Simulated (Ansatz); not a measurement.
Ansatz results at the PBE0-D4/def2-TZVP geometry: HOMO energy (PBE/def2-TZVPP) -5.14 eV; HOMO energy (B3LYP/def2-TZVPP) -6.24 eV; LUMO energy (ωB97M-V/def2-TZVPP) 1.63 eV.

Each molecule was computed in one conformer, which needn't be the lowest.

**Question.** Which molecule gave them?
A. `N[SiH](N)N`
B. `C[Si](C)(O)O`
C. `N[SiH2][SiH3]`
D. `CN(C)[Si](N)(O[SiH3])O[SiH3]`

**Answer.** D. The others give `N[SiH](N)N`: -5.42, -6.61, 2.45; `N[SiH2][SiH3]`: -6.00, -7.13, 1.50; `C[Si](C)(O)O`: -6.57, -7.81, 2.02.

B3LYP here is the variant with VWN-RPA as its local correlation; programs differ in this.
